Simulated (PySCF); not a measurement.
N-methyl-N-silylmethanamine (C2H9NSi), SMILES CN(C)[SiH3]. The structure is a stationary point at r2SCAN-D4/def2-SVP.

Question: Give the equilibrium geometry at r2SCAN-D4/def2-SVP (PySCF confirms it by a frequency run) as bond lengths and angles, and its point group. (An estimate is asked for; the answer gives what the named calculation found.)

Answer: point group Cs.
Atoms: C1 N2 C3 Si4 H5 H6 H7 H8 H9 H10 H11 H12 H13. Bonded distances (Å): C1–N2 1.448, C1–H5 1.107, C1–H6 1.111, C1–H7 1.101, N2–C3 1.448, N2–Si4 1.738, C3–H8 1.107, C3–H9 1.101, C3–H10 1.111, Si4–H11 1.506, Si4–H12 1.494, Si4–H13 1.494. Bond angles (°): N2–C1–H5 110.5, N2–C1–H6 113.1, N2–C1–H7 110.7, H5–C1–H6 107.1, H5–C1–H7 107.5, H6–C1–H7 107.7, C1–N2–C3 113.7, C1–N2–Si4 121.0, C3–N2–Si4 121.0, N2–C3–H8 110.5, N2–C3–H9 110.7, N2–C3–H10 113.1, H8–C3–H9 107.5, H8–C3–H10 107.1, H9–C3–H10 107.7, N2–Si4–H11 115.8, N2–Si4–H12 107.9, N2–Si4–H13 107.9, H11–Si4–H12 107.1, H11–Si4–H13 107.1, H12–Si4–H13 111.1.
Charge 0, spin multiplicity 1.
